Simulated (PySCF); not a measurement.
**Correlation energy of F⁺ (fluorine, charge +1)**

[He] 2s2 2p4, high-spin 3P determinant. All numbers are calculated (PySCF 2.14, the non-relativistic Hamiltonian (point nucleus), in 6-31G*). Frozen: 1s2; 6 electrons correlated.

MP2 pair energies summed by pair of shells (mhartree):

```csv
pair,energy,share (%)
2p-2p,-36.13,46.9
2s-2p,-35.65,46.3
2s-2s,-5.29,6.9
```

Total MP2 correlation energy: -77.08 mhartree.

Same-spin part -19.27 and opposite-spin part -57.81 mhartree; SCS-MP2 scales them by 1/3 and 6/5 to -75.79 mhartree.

| level | correlation energy (mhartree) |
| --- | --- |
| CCSD | -90.03 |
| (T) | -0.92 |
| CCSD(T) | -90.95 |

Diagnostics: T1 = 0.0054, D1 = 0.0103, largest double amplitude 0.042.

Cost of the coupled-cluster step: 0.08 s of wall time on 1 thread of Intel(R) Xeon(R) 6975P-C (shared host), for 6 correlated electrons.
